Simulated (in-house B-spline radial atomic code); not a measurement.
I⁵⁺. Computed with a B-spline radial atomic code. Model: all-electron spherical atom, spin shells full or empty, radial basis limit, no spin-orbit coupling: exact exchange with a local potential (Slater, KLI or optimised effective potential, whose far tail is KLI's), no correlation.

The run also made RPA and GW results, which its time includes.

The Slater potential averages the orbital exchange potentials with the orbital densities as weights, KLI adds orbital constants, and the optimised effective potential minimises the exact-exchange energy among local potentials. So their energies lie above Hartree-Fock in the order OEP, KLI, Slater. All fall off as −1/r, unlike LDA and GGA exchange.

Command:
```bash
python run_gw.py task.json out
```
Settings (nuclear radius in fm, other lengths in bohr, energies in hartree):
```
Z                      53
electrons              48
configuration          [Kr] 4d10 5s2
hamiltonian            x2c
method                 oep
lmax                   9
rms_radius             4.75
spin_polarised         False
box_radius             10.43
intervals              98
ion_configuration      [Kr] 4d10 5s1
```

Run time, properties included: 33 s on 1 thread of Intel(R) Xeon(R) Platinum 8375C CPU @ 2.90GHz (Ice Lake) (shared host).

Given: hamiltonian one-electron scalar X2C; mean-field start exchange-only OEP.

Computed: energy above Hartree-Fock 17.421 millihartree.

```tsv
radius (bohr)	r times exchange potential (hartree bohr)
0.000943	-0.047091
0.00118	?
0.00148	-0.073499
0.00185	-0.091426
0.00231	-0.11336
0.0029	-0.14085
0.00362	-0.17332
0.00453	-0.2125
0.00567	-0.2585
0.0071	?
0.00889	-0.36891
0.0111	-0.42809
0.0139	-0.48467
0.0174	-0.52876
0.0218	-0.54725
0.0273	-0.52792
0.0341	-0.4901
0.0427	-0.51967
0.0534	-0.65932
0.0669	-0.81924
0.0837	-0.92604
0.105	-0.94395
0.131	-0.86004
0.164	-0.87743
0.205	-1.1273
0.257	-1.3118
0.321	-1.3068
0.402	-1.0151
0.503	-0.85393
0.63	-1.2601
0.788	-1.4245
0.987	-1.3729
1.23	-1.1505
1.55	-0.94565
1.93	-0.97075
2.42	-1.0232
3.03	-1.0259
```

Problem. What belongs in the row 0.00118?

Solution. r times exchange potential (hartree bohr): -0.058795.

Problem. What belongs in the row 0.0071?

Solution. r times exchange potential (hartree bohr): -0.31111.

```tsv
occupied	level (hartree)	Hartree-Fock level (hartree)
1s	-1212.1	-1227.2
2s	-189.37	-195.11
2p	-170.29	-175.21
3s	?	?
3p	-33.979	-36.061
3d	?	?
4s	-8.9408	-9.9056
4p	-6.9949	-7.7222
4d	-4.1298	-4.4362
5s	-2.665	-2.664
```

Problem. What belongs in the row 3s?

Solution. level (hartree): -40.19; Hartree-Fock level (hartree): -42.687.

Problem. What belongs in the row 3d?

Solution. level (hartree): -24.638; Hartree-Fock level (hartree): -26.108.

```
empty  level (hartree)
   5p          -2.1837
   5d                ?
   4f          -1.4263
   6s          -1.3599
```

Problem. What belongs in the row 5d?

Solution. level (hartree): -1.5375.

The highest level, 5s, differs from Hartree-Fock by -0.027 eV and the deepest, 1s, by +409 eV: a local potential can match the highest level but can't give each shell its own exchange.
